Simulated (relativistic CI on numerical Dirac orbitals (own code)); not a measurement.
# Calculated levels, Ga

Computed by Dirac-Coulomb-Breit CI, KLI orbitals optimised for each configuration, a model potential for QED, valence Slater integrals scaled by 0.85, P86 correlation estimate, and configurations built on the next ion tied to the tabulated ionisation energy (semi-empirical) (own radial code, finite nucleus).

CI space (outside the closed core [Ar] 3d10): 4s2.4p, 4s2.5s, 4s2.5p, 4s2.4d, 4s2.6s, 4s2.5d, 4s2.4f, 4s2.5f, 4s.4p2, 4s2.6p, 4s2.6d, 4s2.5g, 4s2.6f, 4p3, 4s.4p.4d. Levels of other configurations are missing.

The lowest level is 4s2.4p 2P°_1/2, with 97 % of that term; Hund's rules for 4s2.4p give 2P° with J = 1/2, in agreement.

```csv
No.,Configuration,Term,J,E (eV),%,Next component (%),Lifetime (s)
1,4s2.4p,2P°,1/2,0.0000,97,2 4p3 2P°,
2,4s2.4p,2P°,3/2,0.0862,97,2 4p3 2P°,3.31e+02
3,4s2.5s,2S,1/2,2.9991,100,,6.28e-09
4,4s2.5p,2P°,1/2,4.0006,100,,
5,4s2.5p,2P°,3/2,4.0139,100,,
6,4s.4p2‡,4P,1/2,4.1701,100,,9.73e-06
7,4s2.4d,2D,5/2,4.1929,95,3 4s.4p2 2D,9.18e-09
8,4s2.4d,2D,3/2,4.1933,91,5 4s.4p2 4P,9.51e-09
9,4s.4p2‡,4P,3/2,4.2127,95,5 4s2.4d 2D,1.71e-07
10,4s.4p2‡,4P,5/2,4.2807,99,1 4s2.4d 2D,4.68e-07
11,4s2.6s,2S,1/2,4.6240,100,,1.35e-08
12,4s2.6p,2P°,1/2,4.9745,100,,
13,4s2.6p,2P°,3/2,4.9795,100,,
14,4s2.5d,2D,3/2,5.0227,95,3 4s.4p2 2D,2.63e-08
15,4s2.5d,2D,5/2,5.0234,95,3 4s.4p2 2D,2.61e-08
16,4s2.4f,2F°,7/2,5.1448,100,,
17,4s2.4f,2F°,5/2,5.1448,100,,
18,4s2.6d,2D,3/2,5.4158,96,2 4s.4p2 2D,7.05e-08
19,4s2.6d,2D,5/2,5.4164,96,2 4s.4p2 2D,6.57e-08
20,4s2.5f,2F°,5/2,5.4529,100,,8.36e-08
21,4s2.5f,2F°,7/2,5.4529,100,,8.34e-08
22,4s2.5g,2G,7/2,5.4550,100,,
23,4s2.5g,2G,9/2,5.4550,100,,
24,4s2.6f,2F°,5/2,5.6201,100,,7.32e-08
25,4s2.6f,2F°,7/2,5.6201,100,,7.28e-08
```

Energies count from the lowest computed level; ° marks odd parity; lifetimes are radiative, by E1, M1, E2, M2, E3 decay to levels of this space only; some are left blank where a channel outside the calculation adds to the decay or the decay crosses a small, uncertain gap. ‡ marks configurations that were not tied to measured data.

The mean weight of the leading LS term, summed over parents, in these 25 levels is 98 %, and that of the leading jj configuration (from the same eigenvectors) 94 %.

Configurations that consist of the next ion and one excited electron were tied to the tabulated ionisation energy; Rydberg ones are usually within 1,000 to 3,000 cm⁻¹ and the lowest ones within about 6,000 (9,000 in d shells), while levels on excited terms of the next ion carry the error of that term, and the other configurations can be misplaced by 10,000 cm⁻¹ or more. Rates follow the energies as ν³ (E1, M1) or ν⁵ (E2), so rates, branching and lifetimes can be off by large factors. The fine structure of a lone outer electron comes out too small, for d and f at times inverted, and misplaced configurations move strength between like terms. 7 of the 7 excited levels that our extract of the measured tables holds in this range could be paired (the sources list more); they are missed by 644 cm⁻¹ on average and 970 at most, and levels without a partner can miss by more.
